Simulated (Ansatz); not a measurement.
Z-matrix (Å, degrees):
```
Si
As 1 2.269
O 1 1.651 2 55.4
H 1 1.481 2 121.2 3 102.1
H 1 1.481 2 122.5 3 -101.2
H 2 1.536 1 92.7 3 94.8
```

The species carries charge 0 and has multiplicity 1.

(1) List the r2SCAN/def2-TZVPP orbital energies in eV (the Gaussian-basis code of Ansatz). (An estimate is asked.)

## Answers

(1) The calculation gave: Occupied: -11572.22, -1791.91, -1460.10, -1303.80, -1303.75, -1303.74, -515.94, -189.04, -142.30, -135.72, -135.54, -135.48, -97.21, -97.15, -97.11, -42.52, -42.46, -42.44, -42.30, -42.28, -25.77, -15.69, -13.40, -10.56, -9.97, -9.64, -8.33, -7.05, -6.35. Lowest empty: -2.00, -1.48, -0.04, 1.16, 1.28, 1.94, 4.11, 4.47.
